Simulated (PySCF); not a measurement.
Ca: excitation energy

Ca [Ar] 4s2 (1S) → Ca [Ar] 4s1 5s1 (3S), as a difference of total energies. Calculation: PySCF 2.14, in dyall-av2z (17s13p4d, 76 functions); the non-relativistic Hamiltonian (point nucleus). Correlated levels: valence: [Ar] frozen; virtual orbitals above 40 to 60 times the deepest correlated orbital energy dropped. The calculations carry no spin-orbit coupling.

```tsv
method	excitation energy (eV)	difference from reference (eV)
UHF	3.079	-0.831
MP2 (valence)	3.549	-0.361
SCS-MP2 (valence)	3.690	-0.220
CCSD (valence)	3.739	-0.171
```

Reference: 3.910 eV (measured; NIST levels).

These non-relativistic numbers lack the scalar-relativistic shift.

Errors of the correlated levels include the incompleteness of this basis and the frozen core.

With two correlated electrons CCSD is exact in that space.
